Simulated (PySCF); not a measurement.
C₂H₃BrCl₂Ge, SMILES C=[CH][Ge]([Cl])([Cl])[Br], CAM-B3LYP/def2-SVP optimised geometry.

```
9

C     -0.74    -2.54     2.43
C     -1.51    -1.97     1.51
Ge    -0.81    -1.02     0.00
Cl    -1.49     1.02     0.00
Cl    -1.49    -1.90    -1.84
Br     1.49    -1.02     0.00
H      0.35    -2.50     2.39
H     -1.18    -3.08     3.28
H     -2.60    -2.02     1.57
```

Density from CAM-B3LYP/def2-TZVP (PySCF) at that geometry.

Minimum of the electron density along straight lines between bonded atoms, close to the bond critical point (lines longer than 1.1 times the sum of covalent radii, or with two minima, are not listed):

```tsv
bond	length / Å	ρ at the minimum / e bohr⁻³	∇²ρ there / e bohr⁻⁵	position (fraction from the first atom)
C1–C2	1.331	0.353	-1.08	0.50
C2–Ge3	1.920	0.139	0.07	0.53
Ge3–Cl4	2.146	0.108	0.16	0.43
Ge3–Cl5	2.146	0.108	0.16	0.43
Ge3–Br6	2.294	0.097	0.05	0.43
C1–H7	1.094	0.282	-1.00	0.65
C1–H8	1.095	0.280	-0.99	0.65
C2–H9	1.095	0.277	-0.97	0.65
```
